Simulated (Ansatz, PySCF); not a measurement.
System: SnH (charge +1, singlet). 
Structure (B3LYP-D3(BJ)/def2-TZVP (Ansatz, a quantum-chemistry and plane-wave program) minimum search):
SMILES: [SnH+]
```xyz
2

Sn     0.0000     0.0000    -0.0346
H      0.0000     0.0000     1.7324
```
Charge +1, spin multiplicity 1.

Total electronic energies in hartree. Cores are frozen in the correlated levels unless marked. Spin-orbit coupling is left out. The frozen core is the preceding noble-gas configuration, with the filled d and f shells of earlier blocks. Past Kr the def2 sets carry scalar-relativistic core potentials. STO-3G rows are all-electron and non-relativistic. Basis-set limits of correlation are two-point, X^-3; Hartree-Fock from the larger set.

```json
[
 {"level": "HF/def2-QZVPPD", "program": "Ansatz", "energy (Eh)": "-213.65723"},
 {"level": "SVWN5/def2-TZVPD", "program": "Ansatz", "energy (Eh)": "-214.23294"},
 {"level": "BP86/def2-TZVPD", "program": "PySCF", "energy (Eh)": "___"},
 {"level": "PBE0/def2-SVP", "program": "Ansatz", "energy (Eh)": "___"},
 {"level": "M06-2X/def2-TZVPD", "program": "PySCF", "energy (Eh)": "-214.52089"},
 {"level": "MN15/def2-TZVPD", "program": "PySCF", "energy (Eh)": "-214.12219"},
 {"level": "LC-wPBE/def2-TZVPD", "program": "Ansatz", "energy (Eh)": "___"},
 {"level": "MP2/STO-3G", "program": "Ansatz", "energy (Eh)": "-5963.68127"},
 {"level": "MP2/def2-SVPD", "program": "Ansatz", "energy (Eh)": "-213.70040"},
 {"level": "SCS-MP2/STO-3G", "program": "Ansatz", "energy (Eh)": "-5963.68671"},
 {"level": "SCS-MP2/def2-TZVPP", "program": "Ansatz", "energy (Eh)": "-213.72358"},
 {"level": "CCSD/def2-TZVPP", "program": "Ansatz", "energy (Eh)": "-213.73257"},
 {"level": "CCSD(T)/def2-TZVPP", "program": "Ansatz", "energy (Eh)": "-213.73371"},
 {"level": "CCSD(T)/def2-TZVPPD", "program": "Ansatz", "energy (Eh)": "-213.73410"},
 {"level": "CCSD(T)/CBS(def2-TZVPPD,def2-QZVPPD)", "program": "Ansatz", "energy (Eh)": "-213.7397"}
]
```

Task: Fill in the missing entries.

Result: 
- BP86/def2-TZVPD, energy (Eh): -214.70520
- PBE0/def2-SVP, energy (Eh): -214.58398
- LC-wPBE/def2-TZVPD, energy (Eh): -214.60967
